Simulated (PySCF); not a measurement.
This script is equivalent to a calculation on Ne⁺ (neon, charge +1).

```python
from pyscf import gto, scf, dft, mp, cc
import basis_set_exchange as bse
mol = gto.M(atom="Ne 0 0 0", charge=1, spin=1, symmetry="D2h",
            basis=gto.basis.parse(bse.get_basis("6-31G*", elements=["Ne"], fmt="nwchem", header=False)))
mf = dft.UKS(mol, xc="LDA,VWN")
mf.irrep_nelec = {'Ag': (2, 2), 'B1u': (1, 1), 'B2u': (1, 1), 'B3u': (1, 0)}
mf.kernel()
```

(1) What total energy does it give?

(2) Which occupied shell lies highest, and where?

(3) What is ⟨S²⟩, and what would a pure spin state give?

Answers

(1) -127.344 hartree (calculated).

(2) 2p β, at -31.228 eV.

(3) 0.750, against 0.75.
